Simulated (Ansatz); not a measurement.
Computed with Ansatz on PBE0-D4/def2-TZVP structures; ΔE is electronic, products minus reactants. CCSD(T)/CBS is the MP2 limit (def2-TZVPP, def2-QZVPP) plus CCSD(T) − MP2 in def2-TZVPP, frozen cores. This one scheme is used for every species. Functionals use def2-TZVPP. Elements past krypton have def2 core potentials. For Br, Sn outer-core shells are correlated without core-valence functions, which leaves a few kJ/mol of doubt a bond. Scalar relativity is left out up to krypton. One conformer a species, not always the lowest.

Reaction (ligand exchange at the Sn–Cl bond): `[OH][SnH]([OH])[Cl]` + HBr → `[OH][SnH]([OH])[Br]` + HCl

(1) Is it downhill or uphill in electronic energy at CCSD(T)/CBS, and by how much? (An estimate is asked.)

(2) What do these levels give: LDA (SPW92), PBE-D4, BLYP-D4, r2SCANh-D4, ωB97X-V, PBE-QIDH, LC-ωPBE, RPA@PBE/def2-TZVPP, CCSD/def2-SVP, MP2/def2-TZVPP, SCS-MP2/def2-QZVPP, HF/CBS(def2)? (Best estimate.)

Largest T1 diagnostic among the species: 0.013.

Answers

(1) Computed: Downhill: ΔE = -14.9 kJ/mol.

(2) Ansatz gave: LDA (SPW92) -12.7, PBE-D4 -13.3, BLYP-D4 -11.7, r2SCANh-D4 -13.2, ωB97X-V -11.5, PBE-QIDH -14.1, LC-ωPBE -11.3, RPA@PBE/def2-TZVPP -10.9, CCSD/def2-SVP -10.9, MP2/def2-TZVPP -13.7, SCS-MP2/def2-QZVPP -13.3, HF/CBS(def2) -11.9 kJ/mol.

Leaving LDA and LC-ωPBE aside and taking each functional with its dispersion term where it has one, the values, not all of them listed here, spread over 6.1 kJ/mol, from HSE06-D4 to B97M-V. At CCSD(T), def2-SVP lies +3.8 kJ/mol from the extrapolated value and def2-TZVPP +2.6 kJ/mol.
